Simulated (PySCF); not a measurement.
Computed structure and properties of [Bi(H2O)3]3+

System: [Bi(H2O)3]3+ (singlet; a saddle point, relaxed within its symmetry); start: displaced along the imaginary mode (D3). Method: PySCF 2.14.0, RKS PBE0, Bi def2-SVP with ECP60, O def2-SVP, H def2-SVP; non-relativistic Hamiltonian with scalar-relativistic core potentials where named; density fitting; no spin-orbit coupling.

Input of the relaxation:

```python
mol = gto.M(atom='''
Bi    -0.00000    -0.00000    -0.00000
O      2.31917    -0.00002    -0.00000
H      2.92048    -0.25003     0.78490
H      2.92048     0.24997    -0.78490
O     -1.15957     2.00847     0.00000
H     -1.24371     2.65422     0.78490
H     -1.67673     2.40423    -0.78490
O     -1.15960    -2.00845     0.00000
H     -1.67677    -2.40420     0.78490
H     -1.24376    -2.65420    -0.78490''',
    basis={'Bi': 'def2-SVP', 'O': 'def2-SVP', 'H': 'def2-SVP'},
    ecp={'Bi': 'def2-SVP'},
    charge=3, spin=0)
mf = dft.RKS(mol, xc='PBE0')
mf.grids.atom_grid = (50, 194)
mf = mf.density_fit()  # fitting sets: Bi def2-universal-JKFIT, O def2-universal-JKFIT, H def2-universal-JKFIT
mf.conv_tol = 1e-08; mf.max_cycle = 55
mf.kernel(dm0)  # dm0: converged density of the start geometry
# quasi-Newton relaxation in Cartesian coordinates to a largest gradient under 0.00045 Eh/bohr, steps kept in the point group
```

Run from Python with OMP_NUM_THREADS=2; the lines above give its settings. Where DIIS fails, smearing, a level shift and second-order steps follow.
It took 66 s on 2 threads of Intel(R) Xeon(R) Platinum 8488C (Sapphire Rapids), with other jobs on the host, from the converged density of the start.

Course of the relaxation:

```csv
step,energy above end (eV),largest force component within the symmetry (eV/Å)
0,0.3368,1.153
1,0.1815,0.105
2,0.1456,0.319
3,0.1320,0.490
4,0.0928,0.191
5,0.0637,0.282
6,0.0390,0.210
7,0.0301,0.341
8,0.0151,0.174
9,0.0089,0.136
10,0.0061,0.090
11,0.0031,0.134
12,0.0014,0.057
13,0.0006,0.107
14,0.0000,0.004
```

Relaxed geometry (D3):

```xyz
10

Bi    0.0000    0.0000    0.0000
O     2.3093    0.0000    0.0000
H     2.9106   -0.7408    0.2622
H     2.9106    0.7408   -0.2622
O    -1.1546    1.9999    0.0000
H    -0.8137    2.8910    0.2622
H    -2.0968    2.1503   -0.2622
O    -1.1546   -1.9999    0.0000
H    -2.0968   -2.1502    0.2622
H    -0.8138   -2.8910   -0.2622
```

```tsv
contact	Å
Bi1–O2 (H2O)	2.309
Bi1–O5 (H2O)	2.309
Bi1–O8 (H2O)	2.309
```

On the finer grid (75, 302):

```json
{"HOMO": "-25.33 eV", "LUMO": "-20.01 eV", "Dipole about the centre of mass": "0.00 D", "Set of Mulliken populations of Bi1 outside the core potential": "s 4.00, p 6.88, d 10.16", "D3(BJ) dispersion energy (not in the energies)": "-0.141 eV"}
```

| atom | Mulliken (e) | Löwdin (e) | spin (e) |
| --- | --- | --- | --- |
| Bi1 | 1.97 | 1.78 | 0.00 |
| O2 | -0.32 | 0.01 | 0.00 |
| H3 | 0.33 | 0.20 | 0.00 |
| H4 | 0.33 | 0.20 | 0.00 |
| O5 | -0.32 | 0.01 | 0.00 |
| H6 | 0.33 | 0.20 | 0.00 |
| H7 | 0.33 | 0.20 | 0.00 |
| O8 | -0.32 | 0.01 | 0.00 |
| H9 | 0.33 | 0.20 | 0.00 |
| H10 | 0.33 | 0.20 | 0.00 |

On the grid (50, 194), as all that follows. Harmonic modes: 1 unstable, so a saddle point once the symmetry is let go (counted below −25 cm⁻¹); lowest -85 cm⁻¹ (negative: unstable), highest 3600 cm⁻¹, zero-point energy 1.961 eV.

Taking off one H2O (charge 0, singlet; the rest: singlet) in vacuum, both parts rigid, costs 3.58 eV; the small basis without counterpoise inflates it. Parting with an electron moved from the ligand to the metal can be far cheaper, even downhill.

Rigid scan of H2O along the line from its metal:

```csv
distance to O2 (Å),energy (eV)
2.01,0.667
2.11,0.253
2.21,0.054
2.31,0.000
2.41,0.040
2.51,0.138
2.71,0.424
```

One start shape was tried, so this needn't be the lowest isomer.
